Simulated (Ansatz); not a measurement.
Relaxation of H9N3Si2 (14 atoms, charge 0, multiplicity 1), to a largest force component of 0.02 eV/Å in at most 40 steps.

All numbers below come from RKS PBE/STO-3G in Ansatz.

```xyz
14
Properties=species:S:1:pos:R:3:forces:R:3
Si 0.000 0.000 0.000 -0.19 -0.36 -2.79
Si 0.000 0.000 2.220 -0.12 -0.23 0.72
H -1.315 -0.407 2.707 0.15 0.05 0.22
H 1.010 -0.935 2.707 -0.13 0.11 0.20
H 0.305 1.342 2.707 -0.03 -0.17 0.11
N 1.716 0.000 -0.606 -1.79 0.23 0.37
H 2.215 -0.918 -0.787 -0.12 1.27 0.04
H 2.217 0.918 -0.778 -0.03 -1.27 -0.07
N -0.857 1.485 -0.606 1.10 -1.37 0.41
H -1.877 1.430 -0.889 1.14 0.55 0.13
H -0.337 2.406 -0.677 -1.07 -0.65 -0.17
N -0.857 -1.485 -0.606 1.05 1.74 0.81
H -1.392 -2.101 0.070 0.42 0.28 -1.16
H -0.822 -1.734 -1.636 -0.38 -0.18 1.17
```

Q: Where does it end, and by what steps?

A: The run converged. The force dipped under the threshold on the way, but the program's further checks kept it going. Limits of this set-up: minimal basis. After 26 steps the energy has fallen by 1.144 eV; H10 moved furthest, 1.46 Å.

```tsv
step	energy less start (eV)	largest force component (eV/Å)	accepted
0	0.0000	2.786	yes
1	-0.5169	1.610	yes
2	-0.6457	0.589	yes
3	-0.7217	0.522	yes
4	-0.7463	2.300	yes
5	-0.8569	0.868	yes
6	-0.9257	0.524	yes
7	-0.9765	0.421	yes
8	-0.9908	0.424	yes
9	-1.0101	0.261	yes
10	-1.0376	0.180	yes
11	-0.9415	1.827	no
12	-1.0479	0.095	yes
13	-1.0548	0.330	yes
14	-1.0616	0.481	yes
15	-1.0904	0.245	yes
16	-1.1100	0.168	yes
17	-1.1272	0.109	yes
18	-1.1387	0.103	yes
19	-1.1274	0.408	no
20	-1.1418	0.087	yes
21	-1.1404	0.159	no
22	-1.1423	0.194	yes
23	-1.1438	0.012	yes
24	-1.1439	0.040	yes
25	-1.1430	0.086	no
26	-1.1440	0.009	yes
```

```xyz
14
Properties=species:S:1:pos:R:3
Si -0.008 -0.038 -0.022
Si -0.064 -0.032 2.257
H -1.317 -0.568 2.767
H 1.021 -0.826 2.814
H 0.082 1.321 2.776
N 1.560 0.148 -0.901
H 2.104 -0.756 -0.757
H 2.165 0.853 -0.380
N -1.116 1.263 -0.601
H -0.929 2.143 -0.032
H -0.782 1.549 -1.570
N -0.532 -1.662 -0.592
H -1.541 -1.796 -0.282
H -0.638 -1.597 -1.650
```

Run time: 81 s on 1 thread of Arm Neoverse V1, on a shared host, peak memory 0.11 GiB.
